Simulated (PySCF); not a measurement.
Static response to an electric field

C6H7NO2.
Numbering: `[CH3:1][O:2][c:3]1[cH:4][cH:5][cH:6][cH:7][n+:8]1[O-:9]` (hydrogens: H10, H11, H12 on C1; H13 on C4; H14 on C5; H15 on C6; H16 on C7)

Structure used (GFN2-xTB), in Å, numbered top down from 1:
```
atom  x, y, z in Å
C1     2.711   -0.166    0.014
O2     1.541   -0.519    0.741
C3     0.296   -0.216    0.342
C4    -0.726   -0.644    1.181
C5    -2.051   -0.395    0.886
C6    -2.341    0.298   -0.279
C7    -1.308    0.707   -1.086
N8    -0.006    0.467   -0.803
O9     0.885    0.881   -1.607
H10    2.724   -0.620   -0.976
H11    3.530   -0.562    0.615
H12    2.814    0.914   -0.086
H13   -0.433   -1.177    2.071
H14   -2.833   -0.733    1.546
H15   -3.355    0.523   -0.565
H16   -1.457    1.250   -2.006
```

Level: PBE0/def2-SVPD (PySCF), static field, nuclei fixed, core orbitals frozen in the response. The polarisability tensor in these axes (au):

```
x   118.91   0.41  -7.39
y     0.41  63.07 -18.83
z    -7.39 -18.83  85.33
```

Give the principal values, the mean and the anisotropy Δα = √{½[(α1 − α2)² + (α2 − α3)² + (α1 − α3)²]}.

Principal values 52.16, 94.31 and 120.84 au; mean 89.10 au = 13.20 Å³ = 14.69 × 10⁻⁴⁰ C²·m²/J; Δα = 59.99 au (67 % of the mean).

What is the dipole moment, and where does it point?

(-1.80, -0.91, 1.75) D, 2.67 D in size, pointing from the negative to the positive side. Measured along this direction, the outermost atoms are H12 and H10 at the negative end and H14 at the positive end.

What would n − 1 = 2πNα be for an ideal gas of these molecules at 400 K and 1 atm, electronic part alone?

N = p/kT = 1.8347 × 10¹⁹ cm⁻³, so n − 1 = 2π × N × 13.20 × 10⁻²⁴ cm³ = 1522 × 10⁻⁶ at long wavelengths, for an ideal gas.

Find the Langevin capture rate constant for NO+ (29.998 u) meeting this molecule (125.048 u), k = 2.342 × 10⁻⁹ cm³/s × √(α in Å³ / reduced mass in u).

The reduced mass is 24.19 u, so k = 1.73 × 10⁻⁹ cm³/s. The formula leaves out the permanent dipole, which adds to the capture rate.

Molar refractivity from α?

Lorentz–Lorenz: R = (4π/3)N_A α = 2.5225 cm³/(mol·Å³) × 13.20 Å³ = 33.3 cm³/mol, in the limit of long wavelengths.

The structure is a single GFN2-xTB conformer in the gas phase; no vibrational or solvent corrections.

The run behind these numbers computed excited states as well. Hardware: Intel Xeon Platinum 8488C, one thread, shared host with 96 logical CPUs at a one-minute load of 32. Cost: 37 s wall, 0.99 GiB resident at most.
